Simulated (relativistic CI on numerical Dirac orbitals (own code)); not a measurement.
## How well does a small relativistic CI reproduce Mg3+?

Computed by Dirac-Coulomb-Breit CI, orbitals from a KLI potential per configuration, model QED, valence Slater integrals scaled by 0.85, P86 correlation energy added to each configuration (own radial code, finite nucleus).

Configuration list (outside the closed core 1s2): 2s2 2p5, 2s 2p6, 2s2 2p4 3s, 2s2 2p4 3p, 2s2 2p4 3d, 2s2 2p4 4s, 2s2 2p4 4p, 2s2 2p4 4d, 2s2 2p4 4f, 2s2 2p4 5s, 2s2 2p4 5p, 2p6 3s, 2s2 2p4 5d, 2s 2p5 3s, 2s2 2p4 5f, 2s2 2p4 5g, 2s2 2p3 3s2, 2p6 3p, 2s 2p5 3p, 2s2 2p3 3s 3p, 2p6 3d, 2s2 2p3 3p2, 2s2 2p3 3s 3d, 2s 2p5 3d, 2s2 2p3 3p 3d, 2s 2p5 4s, 2s 2p5 4p. Levels of other configurations are missing.

```csv
Configuration,Term (tabulated),J,Measured (cm⁻¹),Computed,Error,Purity (%)
2s2 2p5,2P°,3/2,0.0,0,0,100
2s2 2p5,2P°,1/2,2228.0,2204,-24,100
2s 2p6,2S †,1/2,311532.0,329278,17746,99
2s2 2p4 3s,4P,5/2,543720.4,544406,685,99
2s2 2p4 3s,4P,3/2,545137.6,545810,672,99
2s2 2p4 3s,4P,1/2,545955.4,546621,665,99
2s2 2p4 3s,2P,3/2,553666.1,553579,-87,99
2s2 2p4 3s,2P,1/2,555341.9,555238,-104,99
2s2 2p4 3s,2D,5/2,582562.4,579773,-2789,100
2s2 2p4 3s,2D,3/2,582578.4,579789,-2789,99
2s2 2p4 3p,4P°,5/2,596521.8,598468,1946,98
2s2 2p4 3p,4P°,3/2,597065.7,599000,1934,97
2s2 2p4 3p,4P°,1/2,597583.6,599530,1946,99
2s2 2p4 3p,4D°,7/2,603138.1,604069,931,100
2s2 2p4 3p,4D°,5/2,604003.1,604922,919,94
2s2 2p4 3p,4D°,3/2,604662.9,605589,927,97
2s2 2p4 3p,4D°,1/2,605033.5,605959,925,99
2s2 2p4 3p,2D°,5/2,607891.7,608250,358,95
2s2 2p4 3p,2D°,3/2,609305.8,609638,332,96
2s2 2p4 3p,2P° †,1/2,610983.2,613474,2491,72
2s2 2p4 3p,4S°,3/2,612232.4,611965,-267,99
2s2 2p4 3p,2P° †,3/2,612501.6,613318,816,97
2s2 2p4 3p,2S°,1/2,612943.5,611312,-1632,73
2s2 2p4 3s,2S,1/2,624109.6,613301,-10809,97
2s2 2p4 3p,2F°,5/2,637879.7,635626,-2254,100
2s2 2p4 3p,2F°,7/2,638112.9,635852,-2261,100
2s2 2p4 3p,2D°,3/2,644643.4,641475,-3168,100
2s2 2p4 3p,2D°,5/2,644786.4,641605,-3182,100
2s2 2p4 3p,2P°,3/2,650061.6,648698,-1364,96
2s2 2p4 3p,2P°,1/2,651093.9,649663,-1431,97
2s2 2p4 3d,4D,7/2,670786.1,671734,947,97
2s2 2p4 3d,4D,5/2,671028.8,671964,935,96
2s2 2p4 3d,4D,3/2,671324.1,672261,936,97
2s2 2p4 3d,4D,1/2,671569.4,672514,945,98
2s2 2p4 3d,4F,9/2,675370.2,675829,459,100
2s2 2p4 3d,4F,7/2,676075.3,676582,507,83
2s2 2p4 3d,4F,5/2,676826.4,677315,489,90
2s2 2p4 3d,4F,3/2,677363.9,677822,458,96
2s2 2p4 3d,2F,7/2,677451.9,678106,654,84
2s2 2p4 3d,4P,1/2,677980.0,677952,-28,99
2s2 2p4 3d,4P,3/2,678428.3,678425,-3,95
2s2 2p4 3d,2D,3/2,680033.7,680917,884,80
2s2 2p4 3d,2D,5/2,680493.2,681447,953,87
2s2 2p4 3d,2P,1/2,681023.3,681393,370,98
2s2 2p4 3d,2P,3/2,682472.8,682933,460,82
2s2 2p4 3p,2P°,1/2,682851.3,672795,-10057,97
2s2 2p4 3p,2P°,3/2,682889.5,672722,-10167,97
2s2 2p4 3d,2G,9/2,709068.1,706612,-2456,100
2s2 2p4 3d,2G,7/2,709071.2,706617,-2454,100
2s2 2p4 3d,2P,3/2,711632.7,708865,-2768,99
2s2 2p4 3d,2P,1/2,711880.5,709177,-2704,90
2s2 2p4 3d,2S,1/2,712124.5,709592,-2533,89
2s2 2p4 3d,2D,5/2,713411.0,710608,-2803,95
2s2 2p4 3d,2D,3/2,713682.5,710937,-2746,99
2s2 2p4 3d,2F,5/2,714336.4,711170,-3166,96
2s2 2p4 3d,2F,7/2,714352.8,711172,-3181,100
2s2 2p4 4s,4P,5/2,719784.8,719853,68,100
2s2 2p4 4s,4P,3/2,721043.6,721116,72,91
2s2 2p4 4s,4P,1/2,722001.8,722064,62,98
2s2 2p4 4s,2P,3/2,723267.3,723397,130,90
2s2 2p4 4s,2P,1/2,724816.3,724947,131,98
2s2 2p4 3d,2D,5/2,752931.7,742448,-10484,96
2s2 2p4 3d,2D,3/2,752997.4,742536,-10462,96
2s2 2p4 4s,2D,5/2,756866.1,753230,-3636,99
2s2 2p4 4s,2D,3/2,756875.8,753238,-3638,99
2s2 2p4 4d,4P,1/2,767339.0,767483,144,94
2s2 2p4 4d,4F,5/2,767489.0,767764,275,73
2s2 2p4 4d,4P,3/2,767780.0,767944,164,80
```

Measured levels from NIST levels in Kelleher and Podobedova, J. Phys. Chem. Ref. Data 37, 267 (2008); pairs were made by configuration, J and term (by order where the table uses no LS term), so strongly mixed levels may be paired wrongly.

Mean error by configuration (cm⁻¹): 2s2 2p5 -24; 2s2 2p4 3s -1819; 2s2 2p4 3p -1345; 2s2 2p4 3d -1415; 2s2 2p4 4s -973; 2s2 2p4 4d 194. Over the excited levels the mean absolute error is 1996 cm⁻¹ (67 of the 69 excited levels that our extract of the source holds in range could be paired, and the others can miss by more), and the median relative error of those above 1,000 cm⁻¹ is 0.15 %. † marks terms whose computed intervals miss the measured ones by more than a factor of 2.5, or configurations far off the rest, from wrong mixing, a near crossing or a doubtful label or measurement; they are left out of the means.
